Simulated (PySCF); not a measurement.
# Dipole response of Pb (lead, neutral)

[Xe] 4f14 5d10 6s2 6p2, high-spin 3P determinant. Computed with PySCF 2.14 in aug-cc-pVQZ-PP with one added diffuse shell each of s, p, d, f, g type with ECP60MDF (8s8p6d4f3g, 117 functions), with a scalar-relativistic core potential. Coupled (time-dependent) response in atomic units; α is the mean over directions.

```tsv
method	mean α (bohr³)	α xx, yy, zz	C₆ (like pair)	S(−4)
PBE0	65.46	47.64, 74.37, 74.37	760.2	1865
```

S(−4) is the Cauchy moment in α(ω) = α(0) + S(−4) ω² + …

Reference α: 47 ± 3 bohr³ (recommended; Schwerdtfeger and Nagle, table of static dipole polarizabilities (2023 update)). Published C₆: 534.0 (Gould and Bucko (2016)).

Spin-orbit coupling is absent.

α(iu) at PBE0:

```
u (hartree)  α(iu) (bohr³)
          0          65.46
     0.0500          61.25
      0.100          52.23
      0.200          35.61
      0.300          25.16
      0.500          14.64
      0.750          9.085
       1.00          6.413
       1.50          3.871
       2.00          2.650
       3.00          1.477
       5.00         0.6389
```

The components differ because the open shell of this determinant is not spherical; for a pure term their mean is the scalar polarisability.

Energies and moments cover only the electrons outside the core potential. Spin-orbit coupling is strong in this species (close to jj coupling), so the high-spin LS determinant is a model state, not a physical level.
